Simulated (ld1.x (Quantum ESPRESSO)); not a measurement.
**LDA (PZ) ultrasoft dataset for Mg (Z = 12), scalar-relativistic all-electron reference.**

| Item | Value |
| --- | --- |
| Element | magnesium (Mg) |
| Generator | ld1.x (Quantum ESPRESSO) 7.5 |
| Type | ultrasoft |
| Functional | LDA (PZ) |
| Relativity | scalar-relativistic |
| Frozen core | [Ne] |
| Valence charge | 2 |
| Reference configuration | 3s2 3p0 |
| Partial waves | 3s (bound): rcut 2.00, rcutus 2.50 bohr; 3s channel at -0.05 Ry: rcut 2.00, rcutus 2.50 bohr; 3p (bound, empty): rcut 2.25, rcutus 3.00 bohr; 3p channel at 3.7 Ry: rcut 2.25, rcutus 3.00 bohr |
| Local potential | all-electron potential smoothed inside 2.15 bohr (lloc = -2) |
| Core correction | a·sin(br)/r model core inside 2.40 bohr |
| Augmentation charge | PSQ, radius 2.25 bohr |

All-electron outer shells of the reference configuration (LDA (PZ), scalar-relativistic, ld1.x):

```tsv
shell	level (eV)	outermost node (bohr)	outermost maximum (bohr)
2s	-79.28	0.18	0.55
2p	-46.72	–	0.48
3s	-4.79	0.90	2.53
3p	-1.38	0.96	3.50
```

Task: Does the generator finish with these settings?

Result: Yes, a potential is produced and its reference levels are reproduced.

Task: Estimate the cutoffs (Ry, on a coarse ladder) from which the occupation-weighted sum of valence levels, in a spherical-Bessel basis at the reference potential, stays within 10 and 1 mRy of its value at 400 Ry.

Result: 6 Ry and 6 Ry.

Task: Does the potential have ghost states?

Result: No extra level below or beside the all-electron valence levels (s, p, d, f tested).

Task: Is the overlap operator S = 1 + Σ q|β⟩⟨β| positive definite (Bessel basis up to 400 Ry)?

Result: Yes: its lowest eigenvalue is 0.47 (s channel).

Task: Tests: 3s1 3p0; 3s1.5 3p0; 3s1 3p1; 3s0 3p1; 3s0 3p2. Which has the largest error in its energy relative to the reference configuration, and how large is it?

Result: 3s0 3p1, with +58 meV (all-electron minus pseudo) on +12.47 eV.
